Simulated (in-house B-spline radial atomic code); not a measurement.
## Excitations of the carbon ion C²⁺ by several methods

Full response, energies in eV; labels give the largest channel, * marks a mixed state, a dash one above the method's threshold, and an imaginary frequency an unstable closed-shell reference. Computed with a B-spline radial code for spherical atoms: linear response of the closed shell [He] 2s2 with each method's own kernel (bare exchange for TDHF, static screening on G0W0 levels for BSE, the adiabatic kernel for functionals); non-relativistic, point nucleus, no spin-orbit coupling, no double excitations, S, P, D and F terms only.

| method | 2s → 2p 3P | 2s → 2p 1P | 2s → 3s 3S | α (bohr³) |
| --- | --- | --- | --- | --- |
| TDHF | 2.742 | 11.553 | 27.891 | 4.508 |
| BSE on G0W0@HF | 5.508 | 12.275 | 29.538 | 3.961 |
| LDA VWN5 | 5.547 | 11.751 | 28.011 | 4.257 |
| PBE | 4.924 | 11.970 | 27.896 | 4.218 |
| PBE0 | 4.737 | 11.892 | 28.150 | 4.277 |
| B3LYP (VWN-RPA) | 4.613 | 11.695 | 27.959 | 4.318 |
| CAM-B3LYP | 4.649 | 11.702 | 27.800 | 4.322 |
| LC-wPBE | 4.767 | 11.925 | 28.072 | 4.261 |
| wB97X | 4.925 | 11.759 | 27.997 | 4.459 |
| HSE06 | ? | ? | ? | ? |
| BHandHLYP | 4.240 | 11.612 | 28.055 | 4.386 |
| BLYP | 4.536 | 11.759 | 27.650 | 4.275 |
| PBEsol | 5.102 | 11.955 | 27.840 | 4.24 |
| BP86 | ? | ? | ? | ? |
| LDA exchange-only | 4.276 | 11.853 | 26.777 | 4.263 |
| B97-1 | 5.436 | 11.884 | 28.142 | 4.284 |
| RPBE | 4.927 | 12.063 | 27.804 | 4.223 |
| OLYP | 4.818 | 12.116 | 27.422 | 4.25 |

(1) What does HSE06 give?

(2) What does BP86 give?

Answers

(1) 2s → 2p 3P: 4.679; 2s → 2p 1P: 11.867; 2s → 3s 3S: 28.192; α: 4.289 (eV, bohr³).

(2) 2s → 2p 3P: 4.935; 2s → 2p 1P: 11.935; 2s → 3s 3S: 28.239; α: 4.257 (eV, bohr³).
